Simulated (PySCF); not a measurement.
PySCF input file for GaFBr₂, SMILES [F][Ga]([Br])[Br], C-PCM-PBE0/def2-SVP. Coordinates come from a ωB97X-D3(BJ)/def2-SVP optimisation. The structure was generated by enumeration; whether it is a known compound was not checked.

```python
import numpy as np
from pyscf import gto, scf, dft
from pyscf.solvent import pcm

mol = gto.M(
    atom='''
    Ga   -0.00000000    0.00000000   -0.53085531
    F     0.00000000    0.00000000   -2.27108650
    Br    0.00000000   -1.97813374    0.52708990
    Br    0.00000000    1.97813374    0.52708990
    ''',
    basis='def2-SVP',
    charge=0,
    spin=0,
    max_memory=1600,
    verbose=3,
)
mf = dft.RKS(mol, xc='pbe0').density_fit(auxbasis='def2-universal-jkfit')
mf.grids.level = 3
mf.conv_tol = 1e-9
mf.max_cycle = 100
mf.kernel()
res = {}
for name, eps in {'water': 78.355, '2-propanol': 19.264, 'ethylethanoate': 5.9867}.items():
    s = mf.PCM()
    s.with_solvent.method, s.with_solvent.eps, s.with_solvent.lebedev_order = 'C-PCM', eps, 29
    s.kernel(mf.make_rdm1())
    res[name] = (s.e_tot, eps, s.dip_moment(), s.mo_energy, s.converged)
    print(f'{name}: electrostatic solvation free energy {(s.e_tot - mf.e_tot) * 627.509474:.3f} kcal/mol')
```

Program output:

```
converged SCF energy = -7171.27404113703

WARN: PCM is an experimental feature. It is still in testing.
Features and APIs may be changed in the future.

converged SCF energy = -7171.28205081612
Dipole moment(X, Y, Z, Debye):  0.00000,  0.00000,  1.21384
water: electrostatic solvation free energy -5.026 kcal/mol

WARN: PCM is an experimental feature. It is still in testing.
Features and APIs may be changed in the future.

converged SCF energy = -7171.28170415942
Dipole moment(X, Y, Z, Debye):  0.00000,  0.00000,  1.21129
2-propanol: electrostatic solvation free energy -4.809 kcal/mol

WARN: PCM is an experimental feature. It is still in testing.
Features and APIs may be changed in the future.

converged SCF energy = -7171.28070001248
Dipole moment(X, Y, Z, Debye):  0.00000,  0.00000,  1.20360
ethylethanoate: electrostatic solvation free energy -4.179 kcal/mol
```

The run converged.
